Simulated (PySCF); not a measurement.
Numbering as in the mapped SMILES `[CH3:1][CH2:2][CH2:3][AlH:4][N:5]([CH3:6])[CH3:7]`. Each H is labelled by its parent atom.

[PySCF 2.14.0 with density-fitted response routines: geometry: PBE0-D3(BJ)/def2-SVP; GIAO PBE/pcSseg-1 shieldings; gas phase; averaged over atoms made equivalent by symmetry, fast rotation or ring inversion; one conformer; non-relativistic]

Task: List the cross peaks expected in HSQC, COSY and HMBC spectra.

Result: 

HSQC (one-bond C–H):
```csv
δH,δC
2.88 (H(C6)/H(C7)),43.8 (C6/C7)
1.41 (H(C2)),22.4 (C2)
1.03 (H(C1)),23.2 (C1)
0.22 (H(C3)),13.8 (C3)
```

COSY cross peaks (H two or three bonds apart, from the bond graph; peaks can be absent where the dihedral angle is near 90°):
```csv
δH,δH
4.74 (H(Al4)),0.22 (H(C3))
1.41 (H(C2)),1.03 (H(C1))
1.41 (H(C2)),0.22 (H(C3))
```

HMBC (two and three bonds, from the bond graph):
```csv
δH,δC
4.74 (H(Al4)),"43.8 (C6/C7), 22.4 (C2), 13.8 (C3)"
2.88 (H(C6)/H(C7)),43.8 (C6/C7)
1.41 (H(C2)),"23.2 (C1), 13.8 (C3)"
1.03 (H(C1)),"22.4 (C2), 13.8 (C3)"
0.22 (H(C3)),"23.2 (C1), 22.4 (C2)"
```

δ = σ(ref) − σ, references computed at the same level: TMS for 1H and 13C.

Short H···H contacts in this conformer between protons four or more bonds apart (candidates for NOE cross peaks, intensity ∝ r⁻⁶): H(C2)···H(C6) 2.46 Å, H(C1)···H(C3) 2.59 Å, H(C3)···H(C6) 2.69 Å, H(Al4)···H(C7) 2.72 Å.

Hydrides on Al or Ga are broadened by the quadrupolar metal nucleus. Shifts are as computed. Against solution values, carbons near 30 ppm lie about +2 ppm off and those near 130 ppm about +2 ppm. Of 1211 compounds with measured shifts, 218 miss one by over three times the rms of a fit or turn the order of signals round; such compounds aren't used in these exercises.
